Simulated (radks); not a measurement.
The samarium ion Sm2+, 60 electrons, occupied as [Xe] 4f6. Calculated with a radial shooting solver on a logarithmic mesh with Libxc functionals: scalar-relativistic Kohn-Sham, BLYP, spin-unpolarised, spherical densities, finite nucleus; Fermi nuclear charge, rms radius 5.0819 fm.

Normalised radial functions P(r) = r R(r), r in bohr:

r	3d	5p
0.003258	0.0004	0.0064
0.004978	0.0013	0.0131
0.007546	0.0041	0.0261
0.01144	0.0125	0.0501
0.01748	0.0381	0.0915
0.0265	0.1078	0.1489
0.04017	0.2815	0.2025
0.06138	0.6622	0.1903
0.09304	1.2848	0.0328
0.141	1.9464	-0.2253
0.2155	2.0853	-0.2663
0.3267	1.3778	0.1483
0.4952	0.4703	0.4567
0.7567	0.0609	-0.0564
1.147	0.0022	-0.7799
1.739	0.0000	-0.8198
2.657	0.0000	-0.3681
4.028	0.0000	-0.0708

3d: eigenvalue -1078.5 eV, 0 radial nodes, <r> = 0.231 bohr, 90 % of the charge inside 0.360 bohr. 5p: eigenvalue -36.358 eV, 3 radial nodes at r = 0.0984, 0.290, 0.735 bohr, <r> = 1.65 bohr, 90 % of the charge inside 2.42 bohr.
